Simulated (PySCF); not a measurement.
## Polarisability and C₆ of Rh (rhodium, neutral)

[Kr] 4d7 5s2, high-spin 4F determinant (an excited configuration). Computed with PySCF 2.14 in aug-cc-pwCVTZ-DK (11s10p8d4f3g, 136 functions), with scalar relativity by spin-free X2C-1e. Coupled (time-dependent) response in atomic units; α is the mean over directions.

| method | mean α (bohr³) | C₆ (like pair) | S(−4) |
| --- | --- | --- | --- |
| PBE | 62.77 | 644.8 | 1896 |

S(−4) is the Cauchy moment in α(ω) = α(0) + S(−4) ω² + …

Spin-orbit coupling is absent.

α(iu) at PBE:

```
u (hartree)  α(iu) (bohr³)
          0          62.77
     0.0500          58.46
      0.100          49.06
      0.200          31.84
      0.300          21.74
      0.500          12.53
      0.750          7.929
       1.00          5.661
       1.50          3.412
       2.00          2.312
       3.00          1.271
       5.00         0.5559
```

A single London oscillator, α(iu) = α/(1 + u²/ω²), gives C₆ = (3/4) ω α². Matching the computed C₆ needs ω = 4 × 644.8 / (3 × 62.77²) = 0.218 hartree.
